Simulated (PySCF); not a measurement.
Identify the unknown among the candidates.

All candidates are C8H11P.

| technique | computed result |
| --- | --- |
| UV, first state | lowest singlet excitation: 5.02 eV (247 nm, f = 0.070) [TDDFT PBE0/def2-SVPD] |
| 13C NMR | chemical shifts (computed TMS as zero) by class: 144.7 (1 C), 143.6 (1 C), 141.4 (2 C), 135.0 (2 C), 23.4 (1 C), 15.1 (1 C) ppm [GIAO B3LYP/pcSseg-1] |
| Polarisability | 122.8 au [PBE0/def2-SVPD] |
| Triplet | lowest triplet excitation (Tamm–Dancoff): 3.87 eV [TDA PBE0/def2-SVPD] |
| Rotational structure | rotational constants A, B, C: 3.785, 0.716, 0.665 GHz [PBE0-D3(BJ)/def2-SVP] |
| Valence photoelectron | vertical ionisation energy: 8.27 eV [ΔSCF PBE0/def2-SVPD] |
| Dipole | 1.70 D [PBE0/def2-SVPD] |

Gas-phase values; electronic properties from PySCF, density fitting. Levels stand in brackets. One conformer (not necessarily the lowest) at the PBE0-D3(BJ)/def2-SVP geometry, without solvent, vibrations or thermal averaging. NMR values are class means; diastereotopic atoms form classes of their own.

Problem. Which candidate is it?
A. `CC(C)c1ccccp1`
B. `CPc1ccc(C)cc1`
C. `C=CP1C=CC(C)C=C1`

Solution. B. It is `CPc1ccc(C)cc1`. Numbering: `[CH3:1][PH:2][c:3]1[cH:4][cH:5][c:6]([CH3:7])[cH:8][cH:9]1`. 8 carbons fall into 6 classes; from least to most shielded: substituted aromatic carbon [C6] (144.7 ppm), substituted aromatic carbon [C3] (143.6 ppm), aromatic CH carbon [C4/C9] (141.4 ppm, 2 C), aromatic CH carbon [C5/C8] (135.0 ppm, 2 C), benzylic-type carbon [C7] (23.4 ppm), chain sp3 carbon bound to phosphorus [C1] (15.1 ppm). S1 is mainly HOMO→LUMO (weight 0.73); the largest Löwdin shares of the orbital it empties are 0.43 on the phosphine phosphorus, 0.13 on a substituted aromatic carbon, 0.10 on the sp3 carbon bound to phosphorus and 0.08 on a substituted aromatic carbon, of the orbital it fills 0.18 on each of 2 atoms of one kind (substituted aromatic carbon), 0.14 on an aromatic CH carbon and 0.11 on an aromatic CH carbon. The optimised geometry has point group C1 and is an asymmetric top.

The others, at the same levels:
- `C=CP1C=CC(C)C=C1` fails: its computed 13C shifts are 150.8 (1 C), 144.6 (2 C), 139.4 (1 C), 133.7 (2 C), 37.9 (1 C), 24.6 (1 C) ppm, lowest singlet excitation is 4.23 eV (293 nm, f = 0.004) (against 5.02 eV) and vertical ionisation energy is 7.82 eV (against 8.27 eV).
- `CC(C)c1ccccp1` fails: it has 7 carbon classes against 6; its computed 13C shifts are 198.3 (1 C), 166.5 (1 C), 139.2 (1 C), 137.2 (1 C), 134.9 (1 C), 47.0 (1 C), 31.4 (2 C) ppm, rotational constant A is 2.581 GHz (against 3.785 GHz) and smallest rotational constant is 0.862 GHz (against 0.665 GHz).

Each candidate is one conformer, not necessarily the lowest. Dipoles, sizes and rotational constants follow the conformer. The torsions of the flexible species, by atom-mapped SMILES:
- `[CH3:1][PH:2][c:3]1[cH:4][cH:5][c:6]([CH3:7])[cH:8][cH:9]1`: C1–P2–C3–C4 79°
- `[CH2:1]=[CH:2][P:3]1[CH:4]=[CH:5][CH:6]([CH3:7])[CH:8]=[CH:9]1`: C1–C2–P3–C4 129°
- `[CH3:1][CH:2]([CH3:3])[c:4]1[cH:5][cH:6][cH:7][cH:8][p:9]1`: C1–C2–C4–C5 -122°
